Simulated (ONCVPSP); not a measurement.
# S (Z = 16): excitation energies, all-electron against ONCV

- Element: S (Z = 16)
- Generator: ONCVPSP 4.0.1
- Type: optimised norm-conserving Vanderbilt (ONCV)
- Functional: PBEsol
- Relativity: scalar-relativistic
- Frozen core: [Ne]
- Valence charge: 6
- Reference configuration: 3s2 3p4
- Partial waves: 3s: rc 1.25 bohr, ncon 5, nbas 9, qcut 4.4 1/bohr, local; 3p: rc 1.60 bohr, ncon 4, nbas 8, qcut 4.6 1/bohr, 2 projectors, debl 0.9 Ha; d scattering state at 0.07 Ha: rc 1.60 bohr, ncon 5, nbas 9, qcut 6.7 1/bohr, 2 projectors, debl 1.6 Ha
- Local potential: the s channel
- Core correction: Teter function, fcfact 2.5, rcfact 1.05

Energies are relative to the spin-unpolarised reference configuration 3s2 3p4; without spin polarisation the order of configurations can differ from experiment.

```tsv
valence configuration	charge	ΔE all-electron (eV)	error AE − PS (meV)
3s2 3p1	+3	67.974	+57
3s0 3p6	0	20.679	-0.8
```

(1) What are ΔE and the potential's error for 3s2 3p3?

(2) What are ΔE and the potential's error for 3s2 3p2?

Levels in the configuration 3s0 3p6:

```csv
level,all-electron (eV),pseudo (eV)
3p,-8.044,-8.042
```

Answers

(1) ΔE = 11.733 eV all-electron; the error (AE − PS) is +0.7 meV.

(2) ΔE = 33.974 eV all-electron; the error (AE − PS) is +12 meV.
